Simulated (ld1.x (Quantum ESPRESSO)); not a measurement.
u(r) = r·R(r): atom against pseudo-atom (helium (He))

Columns: radius, all-electron u(r) and pseudo u(r) of the 1s shell (level -15.50 eV) of helium in the configuration 1s2; PBEsol, non-relativistic, TM scheme, ld1.x (Quantum ESPRESSO) 7.5.

```tsv
r (bohr)	all-electron	pseudo
0.030	0.1344	0.1095
0.060	0.2531	0.2169
0.090	0.3577	0.3202
0.120	0.4494	0.4175
0.150	0.5296	0.5070
0.180	0.5993	0.5874
0.210	0.6597	0.6577
0.240	0.7116	0.7174
0.270	0.7559	0.7668
0.300	0.7934	0.8065
0.330	0.8248	0.8376
0.360	0.8507	0.8615
0.390	0.8717	0.8797
0.420	0.8883	0.8934
0.450	0.9010	0.9038
0.480	0.9102	0.9114
0.510	0.9163	0.9166
0.540	0.9196	0.9197
0.570	0.9204	0.9204
0.600	0.9190	0.9190
0.630	0.9157	0.9157
0.660	0.9107	0.9107
0.690	0.9041	0.9041
0.720	0.8962	0.8962
0.750	0.8871	0.8871
0.780	0.8770	0.8770
```

**Question.** How many radial nodes do the two functions have?

**Answer.** The all-electron 1s function has n − l − 1 = 0; the pseudo-wave has 0.

**Question.** At about which radius was the pseudo-wave matched?

**Answer.** 0.60 bohr. The columns agree to 0.0005 from 0.51 bohr on; several derivatives are matched, so the curves merge somewhat inside the radius.

**Question.** Is the pseudo-wave norm-conserving?

**Answer.** Yes: the TM scheme keeps the norm inside the radius equal to the all-electron one, which fixes the energy derivative of the logarithmic derivative at the level.
